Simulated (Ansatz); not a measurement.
Consider the substitution at a C–Si bond: `CC([SiH3])[SiH3]` + HBr → `CC([SiH3])Br` + SiH₄.

Program: Ansatz. Geometries: PBE0-D4/def2-TZVP. ΔE: electronic, gas phase. CCSD(T)/CBS is the MP2 limit (def2-TZVPP, def2-QZVPP) plus CCSD(T) − MP2 in def2-TZVPP, frozen cores. This one scheme is used for every species. DFT in def2-TZVPP. For Br outer-core shells are correlated without core-valence functions, which leaves a few kJ/mol of doubt a bond. Scalar relativity is left out up to krypton.

```
   level  ΔE (kcal/mol)
 PBE0-D4           11.6
BHLYP-D4           10.6
```

Problem. What does CCSD(T)/CBS give? (Best estimate.)

Solution. Ansatz gave: +10.5 kcal/mol. The listed levels differ from it by 1.1, 0.1 kcal/mol.

Largest T1 diagnostic among the species: 0.011.

In def2-TZVPP, CCSD(T) changes the Hartree–Fock value by +1.7 kcal/mol (the triples alone add −0.1 kcal/mol) and MP2 by +1.7 kcal/mol. From PBE to PBE0 (25 % exact exchange), in def2-TZVPP and without D4, ΔE moves by +0.9 kcal/mol. At CCSD(T), def2-SVP lies +1.1 kcal/mol from the extrapolated value and def2-TZVPP +0.1 kcal/mol.

CCSD(T)/CBS has its own doubt, a few kJ/mol and more with outer-core shells, so smaller differences from it don't rank the levels.
